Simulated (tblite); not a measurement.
Species: C₅H₁₀OSi₃.
Atom-mapped SMILES: `[CH:1]#[C:2][C@@H:3]1[CH:4]=[CH:5][SiH2:6][Si@@H:7]1[O:8][SiH3:9]` (hydrogens: H10 on C1; H11 on C3; H12 on C4; H13 on C5; H14, H15 on Si6; H16 on Si7; H17, H18, H19 on Si9)

The geometry is computed with GFN2-xTB (gas phase).

**Question.** Give the optimised bond lengths and angles.

**Answer.** 
```csv
bond,length (pm)
C1≡C2,119.8
C2–C3,144.2
C3–C4,150.7
C4=C5,133.0
C5–Si6,188.7
Si6–Si7,229.8
Si7–O8,162.3
O8–Si9,162.2
C3–Si7,194.4
C1–H10,104.9
C3–H11,109.8
C4–H12,108.6
C5–H13,108.2
Si6–H14,147.0
Si6–H15,147.1
Si7–H16,146.7
"Si9–H17, Si9–H18, Si9–H19",146.1
```

Bonds in one row agree within 1 pm and their mean is given. A selection of angles:
```csv
angle,degrees
C1–C2–C3,177.0
C2–C3–C4,109.8
C2–C3–Si7,112.1
C4–C3–Si7,110.6
C3–C4–C5,124.1
C4–C5–Si6,119.0
C5–Si6–Si7,92.0
Si6–Si7–O8,113.6
C3–Si7–Si6,94.1
C3–Si7–O8,111.3
Si7–O8–Si9,156.2
```

Dihedral angles: C2–C3–C4–C5 -128° (anticlinal); C3–C4–C5–Si6 1° (synperiplanar); C4–C5–Si6–Si7 2° (synperiplanar); C5–Si6–Si7–O8 112° (anticlinal); Si6–Si7–O8–Si9 -73° (synclinal); C2–C3–Si7–Si6 127° (anticlinal).

Si6 (SiH2 silicon) has angles from 92.0° to 120.9°. The 5-membered ring C3–C4–C5–Si6–Si7 has internal angles of 92.0° to 124.1° (sum 540°, against 540° for a flat polygon); it is almost planar, 0.03 Å rms from its mean plane, widest ring torsion 4°. The C–Si distances run from 1.887 Å (C5–Si6, drawn single) to 1.944 Å (C3–Si7, drawn single), a spread of 0.057 Å. Si9 (oxygen-bound silicon) is distorted tetrahedral (angles from 103.8° to 112.6°). The C–C distances run from 1.198 Å (C1≡C2, drawn triple) to 1.507 Å (C3–C4, drawn single), a spread of 0.309 Å. Of the pairs four or more bonds apart, C2···Si9 is among the closest relative to their van der Waals radii: 3.62 Å, 95 % of the sum of Bondi's values. Si7 (oxygen-bound silicon) has angles from 94.1° to 126.8°.

Point group: C1 (no symmetry element, even within 0.4 Å). Its GFN2-xTB frequencies are all real (lowest 20 cm⁻¹). The numbers are those of one conformer.
